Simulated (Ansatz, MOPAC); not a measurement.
Molecule: methyl(methylsilyloxy)silane, C2H10OSi2, net charge 0, singlet state. SMILES: C[SiH2]O[SiH2]C
Coordinates optimised at B3LYP-D3(BJ)/def2-TZVP (Ansatz, a quantum-chemistry and plane-wave program):
```
O
Si 1 1.6405
Si 1 1.6405 2 147.22
H 3 1.4845 1 109.29 2 60.66
H 2 1.4845 1 109.30 3 -60.48
H 3 1.4846 4 108.28 1 118.97
H 2 1.4846 5 108.28 1 -118.97
C 2 1.8623 5 110.45 7 -121.06
H 8 1.0917 2 110.90 5 -59.90
H 8 1.0917 9 108.20 2 121.85
H 8 1.0927 9 108.10 10 116.84
C 3 1.8623 4 110.45 6 121.07
H 12 1.0917 3 110.92 4 -179.53
H 12 1.0917 13 108.20 3 121.84
H 12 1.0927 13 108.10 14 116.84
```
Charge 0, spin multiplicity 1.

Property: vertical ionisation energy to the doublet, in eV. Terms: no dispersion term unless named; UHF or UKS for open shells; 6-31G* and kin with 6d, 5d where marked; each state is the SCF solution reached for its charge and spin; 6-311+G** with 5d, 6d on Na to Ar in Ansatz; spin-orbit terms left out; frozen cores in correlated levels; non-relativistic. First-principles rows: single points at B3LYP-D3(BJ) geometries (Ansatz). Semi-empirical rows: differences of heats of formation at the shared geometry for vertical values.

```csv
level,program,vertical ionisation energy to the doublet (eV)
MNDO,MOPAC,10.19
PBE/6-311+G**,Ansatz,9.64
B3LYP/STO-3G,Ansatz,6.74
B3LYP/3-21G,Ansatz,9.77
B3LYP/6-31G*,Ansatz,9.96
B3LYP/6-311+G**,Ansatz,10.13
MP2/6-311+G**,Ansatz,11.41
PBE0/def2-TZVPD,Ansatz,10.17
```

No value to compare with is used here. The 7 habitual levels span 6.74 (B3LYP/STO-3G) to 11.41 eV (MP2/6-311+G**); PBE0/def2-TZVPD gives 10.17.

The levels are drawn from those run, B3LYP/6-31G* more often than the rest, none by its result; left out are runs that failed, that the program found above a lower state of the same kind, or whose <S^2> lies over 0.5 above the pure value.
